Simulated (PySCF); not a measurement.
ZrH₄, SMILES [ZrH4], multiplicity 1. Coordinates come from a r2SCAN-D4/def2-TZVPD optimisation. The spin state was assumed, not searched. The def2 effective core potentials stand for the cores of Zr; spin–orbit coupling is left out.

Computed with r2SCAN-D4/def2-TZVPD (PySCF 2.14.0).

Harmonic wavenumbers (cm⁻¹): 535, 535, 535, 625, 625, 1680, 1680, 1680, 1741. Rotational constants (GHz): 55.11, 55.11, 55.11; symmetry number 12.

Problem. Work out the zero-point energy and the ideal-gas rigid-rotor harmonic-oscillator thermochemistry at 298.15 K and 1 atm.

Solution. ZPE = ½ Σ hcν = ½ × 9637 cm⁻¹ = 57.64 kJ/mol. H − E(el) = 69.92 kJ/mol. Entropy in J/(mol K): translation 165.57, rotation 55.50, vibration 10.73, total 231.80. G − E(el) = 0.81 kJ/mol. Cp = 56.79 J/(mol K).
